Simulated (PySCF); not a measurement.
C2H3ClF2Si, SMILES F/C(=C/F)[SiH2]Cl.

Geometry: PBE0-D3(BJ)/def2-SVP. The structure was generated by enumeration; whether it is a known compound was not checked. One conformer was computed; it need not be the lowest.

Method: PBE0-D3(BJ)/def2-SVP in PySCF 2.14.0.

Frequencies are harmonic and unscaled.

Question: List the normal modes with their intensities. (An estimate is asked for; the answer gives what the named calculation found.)

Answer: 
| mode | ν (cm⁻¹) | IR (km/mol) | Raman (Å⁴/amu) | depolarisation | moving atoms (share of kinetic energy) |
|---|---|---|---|---|---|
| 1 | 27 | 0.3 | 1.1 | 0.74 | F 44 %, Cl 29 %, Si 16 % |
| 2 | 121 | 0.8 | 3.9 | 0.73 | Cl 44 %, F 23 %, Si 17 %, C 10 % |
| 3 | 163 | 1.9 | 0.4 | 0.23 | F 52 %, Si 26 %, H 14 % |
| 4 | 304 | 8.3 | 3.1 | 0.70 | F 41 %, C 24 %, H 22 %, Si 12 % |
| 5 | 328 | 12.6 | 0.9 | 0.71 | F 43 %, C 35 %, H 13 %, Si 8 % |
| 6 | 441 | 15.4 | 2.0 | 0.49 | C 71 %, F 9 %, H 8 % |
| 7 | 509 | 14.7 | 4.5 | 0.38 | H 29 %, F 23 %, C 21 %, Si 21 % |
| 8 | 563 | 66.3 | 9.3 | 0.21 | Si 41 %, Cl 32 %, H 11 %, F 10 % |
| 9 | 627 | 23.6 | 5.3 | 0.50 | F 50 %, H 26 %, Si 13 %, C 9 % |
| 10 | 633 | 25.1 | 3.2 | 0.55 | C 34 %, H 30 %, Si 27 % |
| 11 | 729 | 1.8 | 17.0 | 0.75 | H 89 % |
| 12 | 868 | 237.4 | 9.2 | 0.74 | H 84 %, Si 11 % |
| 13 | 887 | 38.9 | 4.1 | 0.74 | H 68 %, C 31 % |
| 14 | 935 | 108.4 | 13.9 | 0.74 | H 95 % |
| 15 | 1226 | 194.8 | 1.3 | 0.66 | C 42 %, F 36 %, H 21 % |
| 16 | 1235 | 64.6 | 3.1 | 0.75 | C 56 %, F 24 %, H 20 % |
| 17 | 1322 | 1.3 | 8.7 | 0.52 | H 48 %, C 48 % |
| 18 | 1749 | 57.3 | 52.6 | 0.21 | C 94 % |
| 19 | 2274 | 73.8 | 182.8 | 0.11 | H 97 % |
| 20 | 2293 | 71.0 | 82.4 | 0.45 | H 96 % |
| 21 | 3224 | 3.7 | 128.2 | 0.28 | H 91 %, C 9 % |
